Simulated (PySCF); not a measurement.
A GIAO shielding run with PySCF 2.14.0 with density-fitted response routines (density fitting, non-relativistic, gas phase) on SMILES N(C)(C)C[SiH2][SiH2][SiH3], C3H15NSi3:

```
$ OMP_NUM_THREADS=1 python probes_run.py task.json out

{"job": {"kind": "nmr", "xc": "PBE0", "basis": "pcSseg-1"}, "charge": 0, "multiplicity": 1}
C     -1.650771    -0.777964     0.075917
N     -0.793992     0.351818     0.368218
C     -1.403364     1.197312     1.376352
C     -0.476940     1.102124    -0.839422
Si     0.699454     0.118475    -1.983727
Si     2.024441    -1.113582    -0.543068
Si     1.703713    -0.650530     1.700967
H     -1.160128    -1.441559    -0.634162
H     -1.839493    -1.332394     0.994729
H     -2.618410    -0.468601    -0.350255
H     -1.578030     0.613121     2.279100
H     -2.361153     1.626326     1.042959
H     -0.724292     2.012585     1.621086
H      0.034624     2.016589    -0.530435
H     -1.394347     1.420686    -1.360195
H     -0.124110    -0.642696    -2.939222
H      1.361622     1.122700    -2.830057
H      3.437770    -0.932393    -0.923648
H      1.815017    -2.548406    -0.817341
H      0.556528    -1.324639     2.307730
H      2.859762    -1.112781     2.490044
H      1.621689     0.783194     1.983283
```

Hardware: 1 thread of an Arm Neoverse N1, shared host. The job also computes population analyses, field gradients.

Task: How large is the calculation?

Result: 82 electrons, 215 basis functions and 1182 auxiliary functions.

Task: How long does it take, and how much memory does it need?

Result: 71 s of wall time, with 12 SCF cycles and 4 response iterations; peak memory 1 GiB. Times on a shared host scatter by some tens of per cent.
